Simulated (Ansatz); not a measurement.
Mulliken charges of CH₃BClFOSi (`F[Si@H](Cl)[C@H]1BO1`) from PBE/def2-TZVPP in Ansatz (PBE0-D4/def2-TZVP geometry).

| atom | x (Å) | y (Å) | z (Å) | charge (e) |
| --- | --- | --- | --- | --- |
| F1 | 1.054 | -1.770 | -1.396 | -0.257 |
| Si2 | 0.977 | -0.779 | -0.156 | 0.598 |
| Cl3 | 1.365 | -1.866 | 1.526 | -0.208 |
| C4 | -0.706 | -0.049 | 0.022 | -0.039 |
| B5 | -0.956 | 1.430 | 0.268 | 0.026 |
| O6 | -1.027 | 1.040 | -0.995 | -0.173 |
| H7 | 2.014 | 0.255 | -0.338 | -0.080 |
| H8 | -1.543 | -0.734 | 0.159 | 0.100 |
| H9 | -1.089 | 2.425 | 0.893 | 0.034 |

Problem. By hand: the dipole of these point charges (1 e Å = 4.8032 D).

Solution. Σ q r = (-0.143, 0.225, 0.200) e Å, of length 0.333 e Å = 1.60 D.

Problem. How does the dipole of the full density compare? (Best estimate.)

Solution. Computed: (-0.160, 0.260, 0.236) e Å, 1.85 D; the point charges give 0.86 times that, at 1° from its direction.

Point charges leave out the atoms' own dipoles, such as those of lone pairs, and Mulliken's split depends on the basis, so the close match here is no proof of good charges.
